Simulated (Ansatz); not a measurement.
`[CH3][Al]([F])[BH]O` + `CO[SiH2][SiH3]` → `OBO[SiH2][SiH3]` + `[CH3][Al]([CH3])[F]`  (redistribution)

Gas-phase electronic energies from Ansatz, PBE0-D4/def2-TZVP geometries. CCSD(T)/CBS is the MP2 limit (def2-TZVPP, def2-QZVPP) plus CCSD(T) − MP2 in def2-TZVPP, frozen cores. Functionals use def2-TZVPP. One conformer a species, not always the lowest.

```json
{"species": "`[CH3][Al]([F])[BH]O`", "r2SCAN0 energy (Eh)": "-483.49968"}
{"species": "`CO[SiH2][SiH3]`", "r2SCAN0 energy (Eh)": "-697.06893"}
{"species": "`OBO[SiH2][SiH3]`", "r2SCAN0 energy (Eh)": "-758.54523"}
{"species": "`[CH3][Al]([CH3])[F]`", "r2SCAN0 energy (Eh)": "-422.13336"}
```

Work out ΔE.

ΔE = (-758.54523) + (-422.13336) − (-483.49968) − (-697.06893) = -0.10998 Eh = -288.8 kJ/mol. CCSD(T)/CBS gives -280.2 kJ/mol.

Largest T1 diagnostic among the species: 0.013.

From PBE to PBE0 (25 % exact exchange), in def2-TZVPP and without D4, ΔE moves by −6.8 kJ/mol. Leaving LDA and LC-ωPBE aside and taking each functional with its dispersion term where it has one, the values, not all of them listed here, spread over 28.1 kJ/mol, from B97M-V to revPBE-D4. LDA lies −14.8 kJ/mol from PBE without D4.
